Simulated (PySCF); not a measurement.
Several orderings of computed values.

Species are written as SMILES; each is one conformer at its optimised geometry, gas phase, non-relativistic unless stated. Electronic properties by PySCF.

The conformers computed, where there is a choice (atom-mapped SMILES and torsion angles):
- `[CH3:1][NH:2][SiH:3]([CH3:4])[NH:5][CH3:6]`: C1–N2–Si3–C4 -55°, N2–Si3–N5–C6 177°
- `[F:1][CH2:2]/[C:3]([F:4])=[C:5]1/[CH:6]=[CH:7][CH2:8][O:9]1`: F1–C2–C3–F4 -93°
- `[N:1]#[C:2][SiH2:3][CH2:4][CH2:5][NH:6][SiH3:7]`: C2–Si3–C4–C5 46°, Si3–C4–C5–N6 56°, C4–C5–N6–Si7 73°
- `[CH3:1][CH:2]([CH3:3])[NH:4][SiH2:5][NH2:6]`: C1–C2–N4–Si5 83°, C2–N4–Si5–N6 -169°, H–N6–Si5–N4 -167°, H–N6–Si5–N4 61°
- `[CH3:1][CH:2]([CH3:3])[SiH2:4][O:5][SiH2:6][F:7]`: C1–C2–Si4–O5 -179°, C2–Si4–O5–Si6 -11°, Si4–O5–Si6–F7 -30°
- `[N:1]#[C:2][C@:3]([SiH3:4])([CH:5]=[O:6])[O:7][CH:8]=[O:9]`: C2–C3–C5–O6 -144°, C2–C3–O7–C8 -147°, C3–O7–C8–O9 10°
- `[CH3:1][Si@H:2]([SiH3:3])[CH2:4][O:5][CH2:6][F:7]`: C1–Si2–C4–O5 74°, Si2–C4–O5–C6 176°, C4–O5–C6–F7 -71°

Question: Rank by dipole moment, highest first (CAM-B3LYP/def2-SVPD at GFN2-xTB geometries).
A. `N#C[SiH2]CCN[SiH3]`
B. `CC(C)N[SiH2]N`
C. `CN[SiH](C)NC`
D. `C1(/OCC=C1)=C(\F)CF`

Answer: D (4.03 D), A (3.56 D), B (1.25 D), C (0.59 D).

Question: Rank by lowest triplet excitation (Tamm–Dancoff), highest first (TDA CAM-B3LYP/def2-SVPD at GFN2-xTB geometries).
A. `CC(C)N[SiH2]N`
B. `FC/C(F)=C1/C=CCO1`
C. `CC(C)[SiH2]O[SiH2]F`
D. `C([SiH2]C#N)CN[SiH3]`

Answer: C (7.07 eV), A (5.84 eV), D (5.70 eV), B (2.90 eV).

Question: Rank by lowest singlet excitation, highest first (TDDFT CAM-B3LYP/def2-SVPD at GFN2-xTB geometries).
A. `CC(C)[SiH2]O[SiH2]F`
B. `CC(C)N[SiH2]N`
C. `FC/C(F)=C1/C=CCO1`
D. `N#C[SiH2]CCN[SiH3]`

Answer: A (7.38 eV), B (6.08 eV), D (5.97 eV), C (4.86 eV).

Q: By how much do the two ends of that ranking differ?

A: By 2.52 eV, between `CC(C)[SiH2]O[SiH2]F` and `FC/C(F)=C1/C=CCO1`.

Question: Rank by smallest rotational constant, highest first (GFN2-xTB).
A. `FC/C(F)=C1/C=CCO1`
B. `C([Si@H](C)[SiH3])OCF`
C. `N#C[C@]([SiH3])(C=O)OC=O`
D. `CC(C)N[SiH2]N`

Answer: D (1.376 GHz), C (1.153 GHz), A (0.870 GHz), B (0.760 GHz).

Q: By how much do the two ends of that ranking differ?

A: By 0.616 GHz, between `CC(C)N[SiH2]N` and `C[Si@H]([SiH3])COCF`.

Question: Rank by electronic spatial extent ⟨r²⟩ about the centre of nuclear charge, highest first (CAM-B3LYP/def2-SVPD at GFN2-xTB geometries).
A. `CN[SiH](C)NC`
B. `N#C[SiH2]CCN[SiH3]`
C. `CC(C)N[SiH2]N`
D. `FC/C(F)=C1/C=CCO1`

Answer: B (1499 bohr²), D (1258 bohr²), A (974 bohr²), C (960 bohr²).

Q: By how much do the two ends of that ranking differ?

A: By 539 bohr², between `N#C[SiH2]CCN[SiH3]` and `CC(C)N[SiH2]N`.

Question: Rank by HOMO energy, highest first (CAM-B3LYP/def2-SVPD at GFN2-xTB geometries).
A. `N#C[SiH2]CCN[SiH3]`
B. `FC/C(F)=C1/C=CCO1`
C. `CC(C)N[SiH2]N`
D. `CC(C)[SiH2]O[SiH2]F`

Answer: B (-7.57 eV), C (-7.90 eV), A (-8.50 eV), D (-9.39 eV).
